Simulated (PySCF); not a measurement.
H10O3Si3Sn, SMILES [SiH3][O][SnH]([O][SiH3])[O][SiH3] at its GFN2-xTB optimised geometry (Å):

```
17

Sn    -0.3948     0.9150     0.0673
O     -1.5284     0.5402    -1.4093
Si    -2.2479    -0.7251    -2.1426
O      1.1020    -0.2584     0.0000
Si     1.3850    -1.8632     0.0000
O     -1.3717     0.5451     1.6532
Si    -1.9178    -0.7249     2.5165
H      0.0784     2.4914     0.0346
H     -3.2539    -0.0387    -2.9459
H     -1.2554    -1.4294    -2.9572
H     -2.8443    -1.6493    -1.1715
H      2.8443    -1.8632     0.0000
H      0.8167    -2.4914     1.1972
H      0.8180    -2.4822    -1.2019
H     -2.3976    -1.8113     1.6535
H     -2.9983    -0.1050     3.2761
H     -0.8274    -1.2085     3.3652
```

Method: PBE0/def2-SVP, def2 effective core potentials past Kr run with PySCF. The core electrons that the potentials of Sn replace are not part of the density. Cells within 0.4 Å of a nucleus heavier than hydrogen are left out (blank, or x).

Map of the deformation density (molecule minus spherical neutral atoms) (e/bohr³) on the plane z = 0.0 Å:

```
|111111111111111111111111111|
|111111111111111111111111111|
|111111111111111111111111111|
|111111111111111111111111111|
|111111111111111111111111111|
|111111111111111111111111111|
|111111111112221111111111111|
|111111111112474211111111111|
|111111111112354211111111111|
|111111111111012111111111111|
|111111111010x11111111111111|
|111111111102x40111111111111|
|111111111101101233211111111|
|1111111111100133x5211111111|
|111111111111113xx4211111111|
|111111111111112564111111111|
|111111111111111231122111111|
|1111111111111100xx155211111|
|1111111111111100xx279311111|
|111111111111111111144211111|
|111111111111111100012111111|
|111111111111111100011111111|
|111111111111111111111111111|
|111111111111111111111111111|
|111111111111111111111111111|
|111111111111111111111111111|
|111111111111111111111111111|
```
Scale: ten equal steps from -0.019 (start of '0') to 0.082 (end of '9'), in the order '0123456789'; x runs from -5.00 to 5.00, y from -5.00 (bottom) to 5.00 (top).
